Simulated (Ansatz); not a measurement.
Consider the atomization: `IC(I)I` → C• + H• + 3 I•.

Gas-phase electronic energies from Ansatz, PBE0-D4/def2-TZVP geometries. CCSD(T)/CBS is the MP2 limit (def2-TZVPP, def2-QZVPP) plus CCSD(T) − MP2 in def2-TZVPP, frozen cores. This one scheme is used for every species, atoms too. No spin–orbit coupling; open shells (•) take unrestricted orbitals. Spin–orbit coupling would lower the free atoms: a little for C; strongly for I. def2 core potentials past Kr. Bonds to I are less sure, by a few kJ/mol each and by 10 to 20 or more in all where they break to atoms, as the def2 sets lack core-valence functions.

`IC(I)I`:

Z-matrix (Å, degrees):
```
C
I 1 2.129
I 1 2.129 2 112.7
I 1 2.129 2 112.7 3 128.9
H 1 1.083 2 106.0 3 -115.6
```

| species | CCSD(T)/CBS(def2) energy (Eh) |
| --- | --- |
| `IC(I)I` | -930.95857 |
| C• | -37.79194 |
| H• | -0.50000 |
| I• | -297.40544 |

Task: Work out ΔE.

Result: ΔE = 3 × (-297.40544) + (-37.79194) + (-0.50000) − (-930.95857) = 0.45031 Eh = +12.25 eV.

Largest T1 diagnostic among the species: 0.009.

From r2SCAN to r2SCAN0 (25 % exact exchange), in def2-TZVPP and without D4, ΔE moves by −0.42 eV: exact exchange takes away binding that semilocal exchange gives to molecules. In def2-TZVPP, CCSD(T) changes the Hartree–Fock value by +4.79 eV (the triples alone add +0.53 eV) and MP2 by +5.58 eV; breaking electron pairs costs correlation energy, which Hartree–Fock lacks. Leaving LDA and LC-ωPBE aside and taking each functional with its dispersion term where it has one, the values, not all of them listed here, spread over 1.58 eV, from BHLYP-D4 to PBE-D4. LDA lies +2.32 eV from PBE without D4, its usual overbinding.

For atomizations the MP2-based limit and the directly extrapolated one differ by several kJ/mol either way, and by 10 to 25 for some Ge, Se and Sn compounds, so smaller differences from it don't rank the levels.
